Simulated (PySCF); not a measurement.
Br2ClGa, SMILES `[Br][Ga]([Cl])[Br]`, neutral singlet in the gas phase. 

Z-matrix (Å, degrees):
```
Ga
Cl 1 2.1177
Br 1 2.2580 2 119.61
Br 1 2.2580 2 119.61 3 180.00
```
Charge 0, spin multiplicity 1.

All levels are single points at this geometry (PBE0-D3(BJ)/def2-TZVP); Pople sets use spherical d functions. Orbital energies aren't observables, and empty levels follow the basis.

SVWN5/6-31G* in PySCF gives HOMO (eV) = -7.63.

Question: Estimate the HOMO (eV) from each of these levels: B3LYP-D3(BJ)/def2-TZVP in PySCF; M06-2X/def2-TZVP in PySCF; PBE-D3(BJ)/def2-TZVP in PySCF; B3LYP/6-311+G** (LANL2DZ on Br, Ga) in PySCF; B3LYP/6-31G* in PySCF; B3LYP/LANL2DZ in PySCF; HF/3-21G in PySCF; HF/6-31G* in PySCF.

Answer: 
```tsv
level	HOMO (eV)
B3LYP-D3(BJ)/def2-TZVP in PySCF	-8.55
M06-2X/def2-TZVP in PySCF	-10.07
PBE-D3(BJ)/def2-TZVP in PySCF	-7.53
B3LYP/6-311+G** (LANL2DZ on Br, Ga) in PySCF	-8.69
B3LYP/6-31G* in PySCF	-8.50
B3LYP/LANL2DZ in PySCF	-8.76
HF/3-21G in PySCF	-11.74
HF/6-31G* in PySCF	-11.79
```
